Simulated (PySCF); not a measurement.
Isomers of C8H5F3O2, one GFN2-xTB conformer each. Single-point energies are computed at PBE0/pcSseg-1 (PySCF, gas phase, no added dispersion term), electronic only.

**Question.** Rank them by PBE0/pcSseg-1 energy, lowest first (kcal/mol).
A. `[F:1][c:2]1[cH:3][c:4]([F:5])[c:6]2[c:7]([cH:8]1)[O:9][C@@H:10]([F:11])[CH2:12][O:13]2` with C6–C7–O9–C10 -15°, C7–O9–C10–F11 -77°, O9–C10–C12–O13 -58°, C10–C12–O13–C6 41°
B. `[O:1]=[C:2]([OH:3])[c:4]1[cH:5][cH:6][cH:7][cH:8][c:9]1[C:10]([F:11])([F:12])[F:13]` with O1–C2–O3–H 3°, O1–C2–C4–C5 37° (2-(trifluoromethyl)benzoic acid)

**Answer.** B (0.0), A (37.5).

As drawn, the lower has a C=O bond, an O–H bond and a C(=O)–O unit, which the higher lacks. GFN2-xTB itself gives, in the same order: 0.0, 0.4. Both levels put the same isomer lowest.

**Question.** Which frontier levels, dipoles and rotational constants go with these structures?

**Answer.** 
| SMILES | HOMO (eV, PBE0/pcSseg-1) | LUMO (eV) | dipole (D) | A, B, C (MHz) |
| --- | --- | --- | --- | --- |
| O=C(O)c1ccccc1C(F)(F)F | -8.04 | -1.77 | 2.68 | 1010, 876.1, 528.8 |
| Fc1cc(F)c2c(c1)O[C@@H](F)CO2 | -6.81 | -0.55 | 2.99 | 1326, 633.5, 464.0 |
